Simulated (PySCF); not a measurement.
Excitations are Tamm–Dancoff values on a coarser integration grid. The basis has no diffuse functions, so Rydberg states are missing or too high.

Cartesian coordinates (Å):
```xyz
4

Br    -1.8013    -1.2591    -0.2533
Al    -0.0025    -0.0002     0.1262
Br     2.0349    -0.8641    -0.1325
Br    -0.2431     2.1231     0.7574
```
Charge 0, spin multiplicity 1.

Question: What is the computed dipole moment, HOMO, S1 excitation (TDA), S1–T1 gap (TDA) and HOMO–LUMO gap (PySCF with PBE0-D4/def2-TZVP)?

Answer: 
```
Quantity                Value
-------------------  --------
dipole moment          0.01 D
HOMO                 -8.64 eV
S1 excitation (TDA)   5.80 eV
S1–T1 gap (TDA)       0.29 eV
HOMO–LUMO gap         7.09 eV
```
